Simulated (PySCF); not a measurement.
## Electric field gradients and quadrupole coupling constants

Species: C₄H₈F₂O₂Si.
Cartesian coordinates in Å at the PBE0-D3(BJ)/def2-SVP level; atoms count from 1:
```
atom  x, y, z in Å
F1    -2.1344    1.0103   -1.0588
C2    -2.0901    0.1647    0.0023
F3    -2.6673    0.7974    1.0481
C4    -0.6597   -0.1979    0.3261
C5     0.1488    1.0378    0.7371
O6     1.4697    0.7018    1.0942
Si7    2.3627   -0.2440    0.0566
O8     1.2895   -1.3692   -0.5462
C9    -0.0154   -0.9406   -0.8481
H10   -2.7062   -0.7185   -0.2458
H11   -0.6905   -0.8875    1.1874
H12    0.1393    1.7703   -0.0932
H13   -0.3290    1.5200    1.6023
H14    2.9099    0.5849   -1.0594
H15    3.4314   -0.9375    0.8102
H16   -0.0204   -0.2817   -1.7386
H17   -0.6141   -1.8312   -1.1039
```

Field gradients from the PBE0/pcSseg-1 density (PySCF, non-relativistic), principal values in atomic units, ordered |Vxx| ≤ |Vyy| ≤ |Vzz|:

```csv
atom,Vxx,Vyy,Vzz
O6,-0.4488,-1.2784,1.7271
O8,-0.4403,-1.2952,1.7355
```

Q: Find the asymmetry η = (Vxx − Vyy)/Vzz and the couplings χ = eQV/h (234.96 MHz × Q in barn × V in au), with Q(17O) = −0.0256 b.

A: 
```csv
atom,environment,nucleus,η,χzz (MHz),χxx (MHz),χyy (MHz)
O6,silyl ether oxygen,17O,0.48,-10.39,2.70,7.69
O8,silyl ether oxygen,17O,0.49,-10.44,2.65,7.79
```

The tensor is traceless: Vxx + Vyy + Vzz = 0.

Q: What is Vzz at O6 in SI units (1 au = 9.71736 × 10²¹ V/m²)?

A: 1.7271 au = 16.783 × 10²¹ V/m².

Q: And the gradient at the other heavy atoms, for which no coupling is worked out here?

A: 
```
atom                 environment  Vzz (au)     η
  F1     fluorine of a CF2 group     2.879  0.12
  C2                 CHF2 carbon    -0.542  0.73
  F3     fluorine of a CF2 group     2.908  0.11
  C4               sp3 CH carbon     0.050  0.36
  C5  sp3 carbon bound to oxygen     0.388  0.36
 Si7        oxygen-bound silicon     0.588  0.62
  C9  sp3 carbon bound to oxygen     0.367  0.30
```

Were the hydrogens deuterons (Q(2H) = 0.00286 b), χzz would run from 90 kHz (H14) to 188 kHz (H13).

The structure is a single PBE0-D3(BJ)/def2-SVP conformer in the gas phase; no vibrational or solvent corrections. With so small a basis the couplings can be 20 % off.
